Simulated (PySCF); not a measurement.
## Core-level binding energies of `CNc1cn[n-]c1`

Compound: C4H6N3 (charge -1).
Geometry (GFN2-xTB, Å), atoms numbered from 1 in this order:
```xyz
13
C4H6N3 angstrom
C     -1.8640   -0.0413   -0.3462
N     -0.8808    0.5999    0.5015
C      0.4707    0.2131    0.2109
C      1.1625    0.2837   -0.9964
N      2.4178   -0.1473   -0.8325
N      2.5823   -0.4974    0.4480
C      1.4253   -0.2969    1.0875
H     -1.6511    0.2274   -1.3813
H     -1.8717   -1.1448   -0.2799
H     -2.8641    0.3248   -0.0883
H     -1.0652    0.3700    1.4773
H      0.8115    0.6172   -1.9648
H      1.3224   -0.5080    2.1466
```

The calculation used PySCF, delta-SCF UKS SCAN, pcX-2 on the ionised atom, pcseg-1 elsewhere, spin-free X2C. Vertical ΔSCF values, vacuum level as zero.

**Question.** What binding energy does each computed site have?

**Answer.** 
| atom(s) | bonded to | level | binding energy (eV) | above the level's lowest (eV) | count |
| --- | --- | --- | --- | --- | --- |
| C1 | N and 3 H | C 1s | 287.59 | +3.03 | 1 |
| N2 | 2 C and H | N 1s | 400.74 | +2.40 | 1 |
| C3 | N and 2 C (aromatic in the SMILES) | C 1s | 285.10 | +0.54 | 1 |
| C4/C7 | N (aromatic in the SMILES), C (aromatic in the SMILES) and H | C 1s | 284.56 | 0.00 | 2 |
| N5/N6 | N (aromatic in the SMILES) and C (aromatic in the SMILES) | N 1s | 398.34 | 0.00 | 2 |

The listed C 1s values span 3.03 eV, from C4/C7 (bonded to N (aromatic in the SMILES), C (aromatic in the SMILES) and H) to C1 (bonded to N and 3 H). The widest gap between neighbouring values is 2.49 eV, between 285.10 and 287.59 eV. Summing the Pauling electronegativity differences to the bonded atoms, each weighted by its formal bond order, gives +0.39 for the lowest site and -0.56 for the highest; the largest sum, +0.49, belongs to C3, 2.49 eV below the top. The smallest sum, -0.56, belongs to C1, 3.03 eV above the lowest.

Lowest listed N 1s: N5/N6, bonded to N (aromatic in the SMILES) and C (aromatic in the SMILES). Highest, 2.40 eV above it: N2, bonded to 2 C and H.

**Question.** What is the longest wavelength that can ionise C 1s of C4/C7 vertically?

**Answer.** λ = hc/E = 12398.42 eV Å / 284.56 eV = 43.570 Å.

**Question.** Which photon energy gives electrons from C 1s of C4/C7 a kinetic energy of 20 eV, and what is their de Broglie wavelength?

**Answer.** hν = 284.56 + 20 = 304.56 eV, recoil neglected; λ = 12.264 Å/√(E/eV) = 2.74 Å.

One atom of each set of topologically equivalent atoms was ionised and stands for the set; in this conformer not all members are related by symmetry, and their own values weren't computed. The species carries charge -1, so core ionisation leaves a neutral species. The basis sets have no added diffuse functions. Geometry: GFN2-xTB, one conformer, isolated ion.
